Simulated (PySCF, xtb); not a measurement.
Noncovalent pair: H2S (SMILES S) (first 3 atoms) with AsH3 (SMILES [AsH3]); geometry from B3LYP-D3(BJ)/def2-TZVP, rigid monomers moved along the line of their centres of mass till S1···As4 is 3.40 Å.
(charge 0, multiplicity 1):
```xyz
7

S      0.5924     0.2536    -0.7813
H     -0.3709     1.0690    -0.3243
H     -0.2505    -0.7879    -0.8633
As    -0.2212    -0.2536     2.4795
H      0.3338    -1.6057     2.0508
H     -0.2443    -0.6613     3.9516
H      1.1716     0.3488     2.6005
```

Monomers are frozen at their geometry in the pair; levels with a basis set take the counterpoise correction. Rows marked so take none.

Rows in 6-31G* carry no dispersion term and start afresh at each structure (6-31G* with six Cartesian d functions); the Pople sets are all-electron and without relativity.

Run with PySCF for 6-31G* rows; xtb for the GFN methods. Each number belongs to the level named beside it.

Give the interaction energy at the level B3LYP/6-31G* (no counterpoise).

61 meV

Estimate the interaction energy that GFN2-xTB returns for this input.

-125 meV

Predict the interaction energy from B3LYP/6-31G*.

86 meV
